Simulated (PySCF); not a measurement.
Al(H)2(Me) (CH5Al), SMILES [CH3][AlH2]. Heavy atoms are numbered as in [AlH2:1][CH3:4]. Hydrogens are named by the atom that carries them.

The structure is a stationary point at PBE0-D3(BJ)/def2-TZVP.

Level of theory: KT2/pcSseg-2 in PySCF.

GIAO shieldings, no solvent; atoms alike by connectivity are averaged. δ = σ(ref) − σ: ¹H against TMS (σ = 31.47 ppm); ¹³C against TMS (σ = 184.2 ppm), references at their B3LYP-D3(BJ)/def2-TZVP geometries, non-relativistic.

Computed chemical shifts:
```tsv
nucleus	atoms	count	δ (ppm)
¹H	H on Al1	2	5.89
¹H	H on C4	3	-0.02
¹³C	C4 (CH3)	1	-4.0
```
